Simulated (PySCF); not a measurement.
# Partial charges of `C[C@@H]1C(=O)C(F)=C(Cl)C1=O`

Species: C6H4ClFO2.
Z-matrix (Å and degrees, GFN2-xTB geometry), rows numbered from 1:
```
C 
C   1  1.5332
C   2  1.5218  1  111.42
O   3  1.1998  2  127.11  1    60.25
C   3  1.4839  2  105.93  1  -118.94
F   5  1.3254  3  121.62  2   178.90
C   5  1.3493  3  112.20  2    -1.20
Cl  7  1.6946  5  128.28  3  -179.89
C   7  1.4925  5  109.81  3    -0.07
O   9  1.1975  2  126.90  1   -60.42
H   1  1.0865  2  109.72  3   -61.67
H   1  1.0874  2  110.44  3    58.20
H   1  1.0863  2  109.78  3   178.11
H   2  1.0943  1  108.57  3   121.57
```

Density: PBE0/pcSseg-1 (PySCF); schemes: Mulliken, IAO, Hirshfeld and ESP-fitted. Geometry: GFN2-xTB; no solvent, vibrations or thermal averaging.

Task: Do the Mulliken, IAO, Hirshfeld and ESP-fitted schemes agree on where the charge is highest?

Result: The schemes don't all agree: Mulliken C5 (+0.447); IAO C9 (+0.372); Hirshfeld C3 and C9 (+0.148); ESP-fitted C9 (+0.500).

Task: For which atoms does the sign change between the 4 schemes (beyond +0.03 e in one, beyond −0.03 e in another)?

Result: For none.

Task: Do the Mulliken, IAO, Hirshfeld and ESP-fitted schemes agree on where the charge is lowest?

Result: The schemes don't all agree: Mulliken C2 (-0.373); IAO C1 (-0.412); Hirshfeld O10 (-0.213); ESP-fitted O10 (-0.427).

Task: Give the atomic charges in each scheme.

Result: In e:

```tsv
atom	environment	Mulliken	IAO	Hirshfeld	ESP-fitted
C1	methyl carbon	-0.197	-0.412	-0.108	-0.195
C2	sp3 carbon next to a carbonyl	-0.373	-0.215	-0.041	-0.038
C3	ketone carbonyl carbon	+0.277	+0.351	+0.148	+0.336
O4	ketone oxygen	-0.320	-0.371	-0.211	-0.399
C5	vinylic C–F carbon	+0.447	+0.255	+0.089	+0.290
F6	vinyl fluorine	-0.220	-0.216	-0.046	-0.136
C7	vinylic C–Cl carbon	-0.336	-0.111	-0.006	-0.314
Cl8	vinyl chlorine	+0.036	+0.066	+0.027	+0.070
C9	ketone carbonyl carbon	+0.407	+0.372	+0.148	+0.500
O10	ketone oxygen	-0.315	-0.376	-0.213	-0.427
H11	methyl hydrogen	+0.144	+0.163	+0.052	+0.081
H12	methyl hydrogen	+0.117	+0.147	+0.043	+0.080
H13	methyl hydrogen	+0.145	+0.164	+0.053	+0.074
H14	methine hydrogen	+0.188	+0.183	+0.065	+0.077
```

Mean size of the charges over all atoms: Mulliken 0.251 e, IAO 0.243 e, ESP-fitted 0.215 e, Hirshfeld 0.089 e. Each set sums to the total charge, 0, to within 0.001 e. The ESP scheme is a least-squares fit of atom-centred charges to the potential on four shells outside the van der Waals surface, with the total charge fixed.

Task: How closely do the schemes follow one another over all atoms?

Result: Correlation coefficient and root-mean-square difference: IAO with Hirshfeld 0.95, 0.166 e; Hirshfeld with ESP-fitted 0.92, 0.168 e; Mulliken with IAO 0.92, 0.111 e; IAO with ESP-fitted 0.91, 0.112 e; Mulliken with ESP-fitted 0.90, 0.119 e; Mulliken with Hirshfeld 0.84, 0.194 e.

Task: How many electrons does the IAO scheme count on Cl8?

Result: Z − q = 17 − (+0.066) = 16.934.

Task: Sum the charges by element, for elements with more than one atom.

Result: 
```
element  atoms  Mulliken     IAO  Hirshfeld  ESP-fitted
      C      6    +0.225  +0.240     +0.230      +0.579
      O      2    -0.635  -0.747     -0.425      -0.825
      H      4    +0.594  +0.656     +0.213      +0.312
```
